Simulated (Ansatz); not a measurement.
Start from `F/C=C\C=C(F)F` and change one atom or group to get `NC=C(F)F`.

Ansatz, PBE0-D4/def2-TZVP geometries, multiplicity 1. Each molecule was computed in one conformer, which needn't be the lowest.

```csv
property,`F/C=C\C=C(F)F`
HOMO–LUMO gap (ωB97M-V/def2-TZVPP) / eV,10.24
LUMO energy (PBE0/def2-TZVPP) / eV,-0.69
HOMO energy (ωB97M-V/def2-TZVPP) / eV,-8.81
size of the dipole moment (ωB97M-V/def2-TZVPP) / D,1.13
LUMO energy (PBE/def2-TZVPP) / eV,-1.58
LUMO energy (ωB97M-V/def2-TZVPP) / eV,1.43
```

Q: What does the change do to each property? (Estimate.)

A: Computed: 
```json
{"property": "HOMO–LUMO gap (ωB97M-V/def2-TZVPP) / eV", "`NC=C(F)F`": "10.77", "shift": "0.53"}
{"property": "LUMO energy (PBE0/def2-TZVPP) / eV", "`NC=C(F)F`": "0.93", "shift": "1.62"}
{"property": "HOMO energy (ωB97M-V/def2-TZVPP) / eV", "`NC=C(F)F`": "-8.41", "shift": "0.40"}
{"property": "size of the dipole moment (ωB97M-V/def2-TZVPP) / D", "`NC=C(F)F`": "2.13", "shift": "1.00"}
{"property": "LUMO energy (PBE/def2-TZVPP) / eV", "`NC=C(F)F`": "0.07", "shift": "1.65"}
{"property": "LUMO energy (ωB97M-V/def2-TZVPP) / eV", "`NC=C(F)F`": "2.36", "shift": "0.93"}
```

With PBE0 the HOMO rises by 0.55 eV and the LUMO rises by 1.62 eV, so the gap widens by about 1.07 eV. PBE moves the HOMO by 0.72 eV and ωB97M-V by 0.40 eV. The zero-point energy changes by -23.5 kJ/mol with -6 modes. Dipoles are sizes alone; their direction can turn.
